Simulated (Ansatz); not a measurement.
Molecule: sum formula TaO₂Cl, charge -1, multiplicity 2. The spin state was set by rule; other spins were not relaxed. 
Geometry from a B3LYP-D3(BJ)/def2-TZVP (Ansatz, an electronic-structure program) optimisation:
```xyz
4

Ta     0.1091    -0.2217     0.0924
O      1.8713    -0.3347    -0.0779
O     -0.4286    -0.7230     1.7069
Cl    -1.1476     1.4498    -1.1633
```
Charge -1, spin multiplicity 2.

Basis-set convergence of Hartree-Fock and CCSD(T) correlation energies (hartree) with Ansatz. Cores are frozen in the correlated levels unless marked. UHF or UKS for open shells. No spin-orbit coupling. Frozen are the shells of the preceding noble gas and the d and f shells that filled before the atom's block. In def2 rows, elements after Kr have scalar-relativistic effective core potentials. This anion needs diffuse functions, which these sets lack.

```json
[
 {"basis": "def2-SVP", "functions": "78", "E(HF)": "-665.53142", "E(corr, CCSD(T))": "-0.68828"},
 {"basis": "def2-TZVPP", "functions": "160", "E(HF)": "?", "E(corr, CCSD(T))": "?"}
]
```

Question: What belongs in the gaps?

Answer: 
- def2-TZVPP, E(HF): -665.90748
- def2-TZVPP, E(corr, CCSD(T)): -0.88300
